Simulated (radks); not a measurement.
Values are calculated unless marked as measured or tabulated.
Effect of the nuclear size on the niobium ion Nb2+, [Kr] 4d3. Level of theory: Dirac Kohn-Sham, PBE, spin-unpolarised, spherical densities, finite nucleus; open shells fill j = l - 1/2 first; Fermi nuclear charge, rms radius 4.324 fm (a radial shooting solver on a logarithmic mesh with Libxc functionals). The rms radius is varied about that value; shifts are against it.

rms radius (fm) = 3.5673: total energy shift (eV) -0.406; density at nucleus (e/bohr^3) 8.415e+04; 1s1/2 shift (meV) -172; 2s1/2 shift (meV) -18.2; 4s1/2 shift (meV) -0.507; 4p1/2 shift (meV) 0.036; 5s1/2 (empty) shift (meV) -0.074
rms radius (fm) = 4.177: total energy shift (eV) -0.0844; density at nucleus (e/bohr^3) 8.279e+04; 1s1/2 shift (meV) -35.7; 2s1/2 shift (meV) -3.79; 4s1/2 shift (meV) -0.105; 4p1/2 shift (meV) 0.008; 5s1/2 (empty) shift (meV) -0.015
rms radius (fm) = 4.324: total energy shift (eV) 0; density at nucleus (e/bohr^3) 8.249e+04; 1s1/2 shift (meV) 0.000; 2s1/2 shift (meV) 0.000; 4s1/2 shift (meV) 0.000; 4p1/2 shift (meV) 0.000; 5s1/2 (empty) shift (meV) 0.000
rms radius (fm) = 4.5272: total energy shift (eV) 0.121; density at nucleus (e/bohr^3) 8.21e+04; 1s1/2 shift (meV) 51.1; 2s1/2 shift (meV) 5.43; 4s1/2 shift (meV) 0.151; 4p1/2 shift (meV) -0.011; 5s1/2 (empty) shift (meV) 0.022
rms radius (fm) = 5.3791: total energy shift (eV) 0.682; density at nucleus (e/bohr^3) 8.066e+04; 1s1/2 shift (meV) 288; 2s1/2 shift (meV) 30.6; 4s1/2 shift (meV) 0.852; 4p1/2 shift (meV) -0.061; 5s1/2 (empty) shift (meV) 0.124

Slopes of the eigenvalues against <r^2> in GHz/fm^2, as finite differences over the two radii next to the reference (eigenvalue slopes, not the field-shift constants of lines): 1s1/2 6890, 2s1/2 731, 4s1/2 20.3, 5s1/2 (empty) 2.97.
